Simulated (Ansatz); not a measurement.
`N[SiH](Cl)[GeH2][F]` + CH₃SH → `CS[SiH](N)Cl` + `[F][GeH3]`  (cleavage of the Si–Ge bond)

Gas-phase electronic energies from Ansatz, PBE0-D4/def2-TZVP geometries. CCSD(T)/CBS adds triple-zeta CCSD(T) − MP2 to the extrapolated MP2 energy (def2 sets, frozen cores). This one scheme is used for every species. DFT in def2-TZVPP. For Ge outer-core shells are correlated without core-valence functions, which leaves a few kJ/mol of doubt a bond. Scalar relativity is left out up to krypton. Each species was taken in one conformer, which may not be the lowest.

**Question.** Is it downhill or uphill in electronic energy at CCSD(T)/CBS, and by how much? (Best estimate.)

**Answer.** Ansatz gave: Downhill: ΔE = -13.9 kcal/mol.

**Question.** What do these levels give: r2SCAN-D4, PBE, r2SCAN, CCSD/def2-TZVPP, HF/CBS(def2), MP2/CBS(def2)? (An estimate is asked.)

**Answer.** Computed: r2SCAN-D4 -13.7, PBE -10.8, r2SCAN -13.5, CCSD/def2-TZVPP -13.2, HF/CBS(def2) -14.0, MP2/CBS(def2) -16.0 kcal/mol.

Largest T1 diagnostic among the species: 0.012.

The D4 term adds −1.5 kcal/mol with B3LYP and −0.8 kcal/mol with PBE0; it sums over pairs of atoms, weighted by their polarisabilities, and B3LYP, whose exchange is more repulsive, gets the larger term. From PBE to PBE0 (25 % exact exchange), in def2-TZVPP and without D4, ΔE moves by −1.2 kcal/mol.

B3LYP here is the variant with VWN-RPA as its local correlation; programs differ in this.
